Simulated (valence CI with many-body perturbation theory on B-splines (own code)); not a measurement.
**Sn⁴³⁺ in three bases**

Computed by relativistic CI+MBPT: five valence electrons over a frozen Dirac-Fock core [He], a basis of 9 s, 9 p, 8 d, 6 f, 3 g, 1 h functions for each j, with the one-electron correlation potential Σ1, the two-electron term Σ2, the three-electron term Σ3, Breit, model QED; selected CI, second order for the rest, scaled by the run's own slope (own B-spline code, finite nucleus).

No measured spectrum was set against this ion. As an estimate, large intervals hold to a few tenths of a per cent, small ones and those within an open d or f shell to about a per cent. Among the levels kept, up to 3600 cm⁻¹ of a level comes from second order outside the variational space, and about a tenth of that is noise between levels of different J, which matters for small intervals.

The reference run has the lowest level (2s^2 2p1/2^2 2p3/2) J=3/2 and an ionisation energy of 7074.21 eV. Its largest variational space holds 19998 state functions.

Levels are named by their leading jj configuration (3d3/2^4 stands for four electrons in 3d with j = 3/2), which in mixed levels can hold well under half, so a name can repeat and another be missing. Letters in brackets count levels of one name in rising energy.

Changed runs:
A. basis 6 s, 6 p, 5 d, 3 f, 1 g
B. basis 5 s, 5 p, 4 d, 2 f

Excitation energies of the reference run in cm⁻¹, and shifts in cm⁻¹:

| Level | Reference | A | B |
| --- | --- | --- | --- |
| (2s^2 2p1/2 2p3/2^2) J=3/2 | 1815710 | -44 | -244 |
| (2s^2 2p1/2 2p3/2^2) J=5/2 | 1967520 | +105 | +184 |
| (2s^2 2p1/2 2p3/2^2) J=1/2 | 2190280 | +66 | +259 |
| (2s 2p1/2^2 2p3/2^2) J=5/2 | 3397300 | -62 | -224 |
| (2s 2p1/2^2 2p3/2^2) J=1/2 | 3892880 | +2.6 | +190 |
| (2s 2p1/2^2 2p3/2^2) J=3/2 | 3905010 | +75 | +282 |
| (2s^2 2p3/2^3) J=3/2 | 4014540 | +42 | +56 |
| (2s 2p1/2 2p3/2^3) J=3/2 [a] | 5371200 | -82 | -250 |
| (2s 2p1/2 2p3/2^3) J=5/2 | 5612310 | +101 | +234 |
| (2s 2p1/2 2p3/2^3) J=1/2 | 5869740 | +37 | +169 |
| (2s 2p1/2 2p3/2^3) J=3/2 [b] | 5963460 | +156 | +485 |
| (2p1/2^2 2p3/2^3) J=3/2 | 7714290 | +43 | +321 |
| Ionisation energy (eV) | 7074.21 | -0.025 | -0.12 |
